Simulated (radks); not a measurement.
Spherical jellium clusters: N electrons in a uniform positive sphere of charge N and radius rs N^(1/3), rs = 4.07 bohr. Method: non-relativistic Kohn-Sham, LDA (Slater exchange, Perdew-Wang correlation), spin-polarised, spherical densities; computed with a radial shooting solver with Libxc functionals. Levels are named by radial order and angular momentum (1s, 1p, 1d, 2s, ...), and open shells are averaged over m.

N = 7, configuration 1s2 1p(up 3, down 2). This is the lowest configuration that the search found. Occupied and some empty levels:

level    occupation  eigenvalue (eV)  <r> (bohr)
1s up             1          -4.4299       5.249
1s down           1          -4.2469       5.265
1p up             3          -3.1514       6.421
1p down           2          -2.9765       6.486
1d up             0          -1.6509       7.611
1d down           0          -1.5077       7.735
2s up             0          -1.2570       7.917
2s down           0          -1.1690       8.078
1f up             0         -0.15785       9.694
1f down           0        -0.070020       10.08

Energy (eV): total -12.2135, kinetic 11.432, external -200.38, Hartree 98.112, exchange-correlation -24.130, background 102.76.

Electron density:

r (bohr)  n(r) (e/bohr^3)
0.258            0.002626
0.906            0.002800
1.55             0.003134
2.20             0.003555
2.85             0.003965
3.50             0.004254
4.15             0.004325
4.80             0.004121
5.45             0.003644
6.09             0.002968
6.74             0.002214
7.39             0.001514
8.04            0.0009567
8.69            0.0005685
9.34            0.0003235
9.98            0.0001780
10.6           0.00009589
11.3           0.00005045
11.9           0.00002615
12.6           0.00001342
